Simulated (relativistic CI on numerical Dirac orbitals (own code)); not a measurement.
Mn4+: L2,3 absorption edge

Computed with this model: Dirac-Coulomb-Breit CI, orbitals from a KLI potential per configuration, QED by a radiative potential, valence Slater integrals scaled by 0.8, multiplet model of core-to-valence dipole absorption; configurations [Ar] 3d3 → [He] 2s2 2p5 3s2 3p6 3d4; 300 K; Lorentzian 0.4 eV and Gaussian 0.3 eV FWHM. Energies are those of the free ion, without screening or charge transfer. The branching ratio is the share of the lower-energy edge in the whole absorption, uncertain by about 0.02 where the edges overlap. S is read from ⟨S²⟩ = S(S + 1).

Field parameters in Wybourne normalisation: Td as Oh with Dq negative (B⁴₀ = 21Dq, B⁴₄ = √(5/14) B⁴₀). The field is a parameter set, without covalency.

free ion: ground-state S = 1.50, centroid 651.78 eV, branching ratio 0.682. Peaks (eV, height): 645.2 (16), 647.8 (100), 649.5 (69), 650.3 (51), 651.2 (25), 655.1 (32), 656.7 (6), 658.0 (28), 658.4 (31), 659.8 (30), 661.6 (10).

Td, 10Dq = -2200 cm⁻¹: ground-state S = 1.50, centroid 652.11 eV, branching ratio 0.643. Peaks (eV, height): 645.3 (15), 647.9 (100), 649.2 (62), 649.5 (64), 650.4 (43), 651.4 (28), 655.2 (32), 656.8 (16), 658.1 (36), 658.6 (27), 659.7 (38), 661.6 (9).

Td, 10Dq = -5000 cm⁻¹: ground-state S = 1.50, centroid 652.27 eV, branching ratio 0.628. Peaks (eV, height): 645.4 (14), 648.0 (100), 649.2 (64), 649.7 (63), 650.5 (37), 651.3 (29), 655.1 (32), 655.5 (29), 657.0 (26), 658.3 (40), 659.8 (43), 661.8 (7).

Td, 10Dq = -7800 cm⁻¹: ground-state S = 1.50, centroid 652.34 eV, branching ratio 0.620. Peaks (eV, height): 645.6 (18), 648.0 (100), 649.8 (63), 651.4 (30), 655.2 (34), 655.9 (28), 657.1 (33), 658.6 (42), 659.9 (43).

Td, 10Dq = -10600 cm⁻¹: ground-state S = 1.50, centroid 652.40 eV, branching ratio 0.620. Peaks (eV, height): 645.6 (19), 648.0 (100), 648.6 (97), 649.2 (73), 650.1 (58), 651.6 (27), 655.2 (33), 656.5 (30), 657.2 (34), 658.8 (41), 659.5 (41), 659.7 (41).

Td, 10Dq = -13400 cm⁻¹: ground-state S = 1.50, centroid 652.44 eV, branching ratio 0.621. Peaks (eV, height): 645.7 (19), 646.8 (27), 648.2 (100), 648.8 (92), 650.3 (50), 651.9 (22), 655.3 (30), 656.9 (39), 659.0 (38), 659.5 (40).

The statistical ratio of this edge is 2/3 = 0.667. Values above it arise where the holes sit mainly in the j = l + 1/2 valence subshell or the ground state has high spin; values below it where core-valence Coulomb terms move weight to the upper edge, as in nearly empty shells.

Strongest unbroadened transitions for Td, 10Dq = -10600 cm⁻¹:

| Energy (eV) | Relative strength |
| --- | --- |
| 647.68 | 22.6 |
| 647.76 | 22.4 |
| 647.95 | 100.0 |
| 648.09 | 25.2 |
| 648.40 | 20.6 |
| 648.44 | 26.7 |
| 648.48 | 28.5 |
| 648.49 | 22.0 |
| 648.58 | 22.3 |
| 648.72 | 50.8 |
| 648.81 | 23.3 |
| 649.21 | 44.0 |
| 649.44 | 28.8 |
| 650.09 | 34.8 |
| 650.19 | 23.0 |
| 655.16 | 33.6 |
| 657.07 | 28.4 |
| 658.81 | 33.1 |
